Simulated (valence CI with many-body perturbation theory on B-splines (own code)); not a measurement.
E1 line list for Ar XII

Level of theory: relativistic CI+MBPT: five valence electrons over a frozen Dirac-Fock core [He], radial functions for each j: 11 s, 11 p, 10 d, 8 f, 5 g, 2 h, with the one-electron correlation potential Σ1 (screened to all orders), the two-electron term Σ2, the three-electron term Σ3, Breit, model QED; selected single and double excitations, second order for the rest, scaled by the run's own slope (own B-spline code, finite nucleus).

No measured spectrum was set against this ion. As an estimate, levels of excited configurations hold to 0.05 to 0.15 % of their energy, terms of the ground configuration to about 0.5 %. Among the levels kept, up to 4900 cm⁻¹ of a level comes from second order outside the variational space, and about a tenth of that is noise between levels of different J, which matters for small intervals.

Lines 151 to 200 of 573 in falling wavelength, among levels below 464.20 eV, chosen from the strongest by gf and those to the six lowest levels. Wavelengths and rates use the calculated energies, so an error of 400 cm⁻¹ moves a line at 639.0 Å by 0.26 % and its rate by three times that or more. Electric multipoles are in the length gauge, E1 and E2 with the static RPA response of the core. Weak lines are less certain than strong ones. Lines between different terms over intervals too small for the method are left out, as are lines whose strength nearly cancels. Where a level lies close to another of its J and parity, the split of strength between their lines is uncertain. The highest levels of a list are the least certain.

Names give the largest LS component (configuration and term), which can be under half, so a name can repeat, a term be missing and a line seem to break the LS rules; names also repeat where a configuration has a term twice. Letters in brackets count levels of one name in rising energy.

| λ vac (Å) | Upper | Lower | A (s⁻¹) | log gf | Branch % |
| --- | --- | --- | --- | --- | --- |
| 639.0 | 2s²2p²3p ²D°_5/2 [b] | 2s²2p²3s ²D_5/2 | 1.46e+09 | -0.27 | 12.3 |
| 638.8 | 2s2p³3d ²F°_7/2 [b] | 2s2p³3p ²D_5/2 [b] | 1.94e+09 | -0.02 | 0.1 |
| 637.5 | 2s²2p²3d ²D_3/2 [c] | 2s²2p²3p ²P°_1/2 [c] | 1.53e+09 | -0.43 | 0.1 |
| 636.1 | 2s²2p²3d ⁴D_7/2 | 2s²2p²3p ⁴D°_7/2 | 5.12e+08 | -0.60 | 3.3 |
| 635.9 | 2s2p³3p ²P_1/2 [e] | 2s2p³3s ²P°_1/2 [b] | 1.81e+09 | -0.66 | 0.8 |
| 634.8 | 2s2p³3d ⁴D°_7/2 [b] | 2s2p³3p ⁴F_7/2 | 2.66e+08 | -0.89 | 0.0 |
| 634.7 | 2s2p³3d ⁴P°_5/2 [b] | 2s2p³3p ⁴S_3/2 | 1.11e+09 | -0.40 | 0.4 |
| 631.7 | 2s2p³3p ²S_1/2 [a] | 2s2p³3s ²P°_3/2 [a] | 1.28e+09 | -0.81 | 0.1 |
| 629.7 | 2s²2p²3d ⁴D_3/2 | 2s²2p²3p ⁴P°_3/2 | 4.08e+08 | -1.01 | 0.1 |
| 629.1 | 2s2p³3d ⁴D°_3/2 [a] | 2s2p³3p ⁴P_1/2 [a] | 8.65e+08 | -0.69 | 0.1 |
| 628.7 | 2s²2p²3d ⁴D_3/2 | 2s²2p²3p ⁴P°_1/2 | 6.93e+08 | -0.78 | 0.1 |
| 628.4 | 2s2p³3d ⁴D°_1/2 [a] | 2s2p³3p ⁴P_1/2 [a] | 1.73e+09 | -0.69 | 0.1 |
| 626.0 | 2s2p³3d ⁴D°_5/2 [a] | 2s2p³3p ⁴P_3/2 [a] | 1.51e+09 | -0.27 | 0.1 |
| 625.8 | 2s2p³3d ²D°_3/2 [b] | 2s2p³3p ²P_1/2 [b] | 1.13e+09 | -0.58 | 0.1 |
| 625.7 | 2s2p³3d ⁴D°_3/2 [a] | 2s2p³3p ⁴P_3/2 [a] | 1.15e+09 | -0.57 | 0.1 |
| 623.1 | 2s2p³3d ⁴D°_5/2 [a] | 2s2p³3p ⁴P_5/2 [a] | 6.49e+08 | -0.64 | 0.1 |
| 621.7 | 2s2p³3d ⁴D°_7/2 [a] | 2s2p³3p ⁴P_5/2 [a] | 2.18e+09 | 0.00 | 0.2 |
| 621.2 | 2s2p³3d ⁴D°_7/2 [c] | 2s2p³3p ⁴D_7/2 [b] | 5.58e+08 | -0.59 | 0.0 |
| 616.1 | 2s2p³3d ⁴D°_5/2 [c] | 2s2p³3p ⁴D_5/2 [b] | 3.95e+08 | -0.87 | 0.0 |
| 616.0 | 2s²2p²3d ⁴D_5/2 | 2s²2p²3p ⁴D°_5/2 | 3.46e+08 | -0.93 | 0.1 |
| 615.1 | 2s2p³3d ²D°_5/2 [b] | 2s2p³3p ⁴P_3/2 [c] | 4.09e+08 | -0.86 | 0.0 |
| 611.0 | 2s²2p²3p ⁴S°_3/2 | 2s²2p²3s ⁴P_3/2 | 5.02e+08 | -0.95 | 0.6 |
| 608.5 | 2s2p³3d ²D°_5/2 [b] | 2s2p³3p ²P_3/2 [b] | 9.92e+08 | -0.48 | 0.1 |
| 608.0 | 2s2p³3d ⁴D°_5/2 [b] | 2s2p³3p ⁴D_7/2 [a] | 3.13e+08 | -0.98 | 0.0 |
| 607.8 | 2s2p³3d ⁴D°_7/2 [b] | 2s2p³3p ⁴D_7/2 [a] | 8.79e+08 | -0.41 | 0.0 |
| 601.8 | 2s2p³3d ⁴D°_3/2 [b] | 2s2p³3p ⁴D_5/2 [a] | 5.69e+08 | -0.91 | 0.0 |
| 599.6 | 2s2p³3d ⁴D°_5/2 [b] | 2s2p³3p ⁴D_5/2 [a] | 6.27e+08 | -0.69 | 0.0 |
| 593.2 | 2s2p³3d ⁴D°_3/2 [b] | 2s2p³3p ⁴D_3/2 [a] | 4.93e+08 | -0.98 | 0.0 |
| 592.0 | 2s²2p²3d ²F_7/2 [b] | 2s²2p²3p ²F°_7/2 | 5.58e+08 | -0.63 | 0.0 |
| 589.8 | 2s²2p²3d ⁴P_5/2 | 2s²2p²3p ⁴P°_5/2 | 1.05e+09 | -0.48 | 0.0 |
| 586.4 | 2s2p³3p ²P_1/2 [d] | 2s2p³3s ²S°_1/2 | 1.20e+09 | -0.91 | 0.7 |
| 583.7 | 2s²2p²3p ²P°_1/2 [b] | 2s²2p²3s ²D_3/2 | 1.88e+09 | -0.72 | 6.2 |
| 582.0 | 2s²2p²3d ²D_3/2 [a] | 2s²2p²3p ²P°_1/2 [a] | 1.20e+09 | -0.61 | 0.1 |
| 581.1 | 2s2p³3p ⁴P_3/2 [b] | 2s2p³3s ⁴D°_3/2 | 9.30e+08 | -0.73 | 2.7 |
| 580.8 | 2s2p³3p ⁴P_3/2 [b] | 2s2p³3s ⁴D°_5/2 | 1.71e+09 | -0.46 | 5.0 |
| 579.8 | 2s2p³3p ²P_3/2 [d] | 2s2p³3s ²S°_1/2 | 1.33e+09 | -0.57 | 0.6 |
| 576.7 | 2s2p³3p ⁴P_5/2 [b] | 2s2p³3s ⁴D°_7/2 | 2.35e+09 | -0.15 | 4.9 |
| 575.6 | 2s²2p²3d ⁴P_3/2 | 2s²2p²3p ⁴P°_5/2 | 5.87e+08 | -0.93 | 0.0 |
| 575.0 | 2s2p³3p ⁴P_1/2 [b] | 2s2p³3s ⁴D°_1/2 | 1.58e+09 | -0.80 | 6.7 |
| 573.8 | 2s2p³3p ⁴P_1/2 [b] | 2s2p³3s ⁴D°_3/2 | 1.52e+09 | -0.82 | 6.4 |
| 573.5 | 2s2p³3p ⁴P_5/2 [b] | 2s2p³3s ⁴D°_5/2 | 5.74e+08 | -0.77 | 1.2 |
| 571.2 | 2s²2p²3d ²D_5/2 [a] | 2s²2p²3p ²P°_3/2 [a] | 1.76e+09 | -0.29 | 0.1 |
| 563.9 | 2s²2p²3d ²P_3/2 [a] | 2s²2p²3p ²S°_1/2 | 1.02e+09 | -0.71 | 0.1 |
| 560.0 | 2s2p³3d ⁴P°_5/2 [a] | 2s2p³3p ⁴D_7/2 [a] | 4.07e+08 | -0.94 | 0.0 |
| 559.5 | 2s²2p²3d ²F_5/2 [b] | 2s²2p²3p ²F°_5/2 | 5.51e+08 | -0.81 | 0.0 |
| 551.8 | 2s²2p²3p ²P°_3/2 [b] | 2s²2p²3s ²D_3/2 | 1.09e+09 | -0.70 | 3.2 |
| 549.4 | 2s²2p²3p ²P°_3/2 [b] | 2s²2p²3s ²D_5/2 | 1.56e+09 | -0.55 | 4.5 |
| 545.2 | 2s2p³3d ²P°_3/2 [a] | 2s2p³3p ⁴F_3/2 | 6.03e+08 | -0.97 | 0.0 |
| 543.5 | 2s2p³3d ²P°_1/2 [a] | 2s2p³3p ²P_1/2 [a] | 1.41e+09 | -0.90 | 0.1 |
| 538.2 | 2s2p³3p ²P_1/2 [d] | 2s2p³3s ²D°_3/2 [b] | 1.95e+09 | -0.77 | 1.2 |
